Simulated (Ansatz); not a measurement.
Stepwise reaction of `[CH3][Ga]([NH2])[NH2]` with hydrogen chloride, as a gas-phase model of exchange steps in deposition or etching. ΔE in kJ/mol.

Gas-phase electronic energies from Ansatz, PBE0-D4/def2-TZVP geometries. CCSD(T)/CBS adds triple-zeta CCSD(T) − MP2 to the extrapolated MP2 energy (def2 sets, frozen cores). This one scheme is used for every species. DFT in def2-TZVPP. B3LYP here is the variant with VWN-RPA as its local correlation; programs differ in this. For Ga outer-core shells are correlated without core-valence functions, which leaves a few kJ/mol of doubt a bond. Scalar relativity is left out up to krypton. One conformer a species, not always the lowest.

| step | reaction | PBE-D4 | B3LYP-D4 | ωB97M-V | CCSD(T)/CBS |
| --- | --- | --- | --- | --- | --- |
| 2 | `[CH3][Ga]([NH2])[Cl]` + HCl → `[CH3][Ga]([Cl])[Cl]` + NH₃ | -78.7 | -79.2 | -78.5 | -72.6 |

**Question.** Give the row of step 1, `[CH3][Ga]([NH2])[NH2]` + HCl → `[CH3][Ga]([NH2])[Cl]` + NH₃. (Estimate.)

**Answer.** Computed: 
```json
{"step": "1", "reaction": "`[CH3][Ga]([NH2])[NH2]` + HCl → `[CH3][Ga]([NH2])[Cl]` + NH₃", "PBE-D4": "-99.3", "B3LYP-D4": "-100.0", "ωB97M-V": "-99.7", "CCSD(T)/CBS": "-93.8"}
```

**Question.** By hand: ΔE of the 2 steps together at CCSD(T)/CBS.

**Answer.** (-93.8) + (-72.6) = -166.4 kJ/mol, or -83.2 kJ/mol a step.

In ΔE each step is higher than the one before. All are downhill at CCSD(T)/CBS. PBE-D4 differs from CCSD(T)/CBS by -6.1 to -5.5 kJ/mol a step. Isolated molecules leave out the surface, adducts and barriers. Largest T1 diagnostic: 0.012.
